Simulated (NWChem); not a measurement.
System meant: MnF2, sextet; SMILES [Mn]([F])[F]

NWChem input:

```
start job
memory heap 200 mb stack 900 mb global 1100 mb
geometry units angstroms noautoz
  Mn     0.000000     0.000000    -0.023111
  F      1.773238     0.000000    -0.023230
  F     -1.773238     0.000000    -0.023230
end
basis spherical
  Mn library def2-svp
  F library def2-svp
end
dft
  odft
  mult 7
  xc b3lyp
  iterations 150
  mulliken
end
task dft energy
```

End of the output:

```
 ==============================================================================
                                 internuclear angles
 ------------------------------------------------------------------------------
        center 1       |       center 2       |       center 3       |  degrees
 ------------------------------------------------------------------------------
    2 F                |   1 Mn               |   3 F                |   180.00
 ------------------------------------------------------------------------------
                            number of included internuclear angles:          1
 ==============================================================================

 Summary of "ao basis" -> "" (spherical)
 ------------------------------------------------------------------------------
       Tag                 Description            Shells   Functions and Types
 ---------------- ------------------------------  ------  ---------------------
 Mn                         def2-svp                11       31   5s3p2d1f
 F                          def2-svp                 6       14   3s2p1d

                                 NWChem DFT Module
                                 -----------------

 Summary of "ao basis" -> "ao basis" (spherical)
 ------------------------------------------------------------------------------
       Tag                 Description            Shells   Functions and Types
 ---------------- ------------------------------  ------  ---------------------
 Mn                         def2-svp                11       31   5s3p2d1f
 F                          def2-svp                 6       14   3s2p1d

      Symmetry analysis of basis
      --------------------------

        a1g        13
        a1u         0
        a2g         0
        a2u        10
        b1g         3
        b1u         2
        b2g         3
        b2u         2
        eg         10
        eu         16

  number of electrons :                   43
  multiplicity        :                    7
 ------------------------------------------------------------------------
  no. of electrons and multiplicity not compatible                  43
 ------------------------------------------------------------------------
 ------------------------------------------------------------------------
  current input line :
    19: task dft energy
 ------------------------------------------------------------------------
 ------------------------------------------------------------------------
 There is an error in the input file
 ------------------------------------------------------------------------
 For more information see the NWChem manual at https://nwchemgit.github.io

0: no. of electrons and multiplicity not compatible:Received an Error in Communication
```

Problem. Find the fault in this run and fix the input.

Solution. The program refused the input. Cause: the multiplicity doesn't fit the number of electrons (an even count wants an odd multiplicity, and the reverse). This input runs:
```
start job
memory heap 200 mb stack 900 mb global 1100 mb
geometry units angstroms noautoz
  Mn     0.000000     0.000000    -0.023111
  F      1.773238     0.000000    -0.023230
  F     -1.773238     0.000000    -0.023230
end
basis spherical
  * library def2-svp
end
dft
  odft
  mult 6
  xc b3lyp
  iterations 150
  mulliken
end
task dft energy
```
It converges to -1350.49261 Ha (B3LYP/def2-SVP, spin-unrestricted).
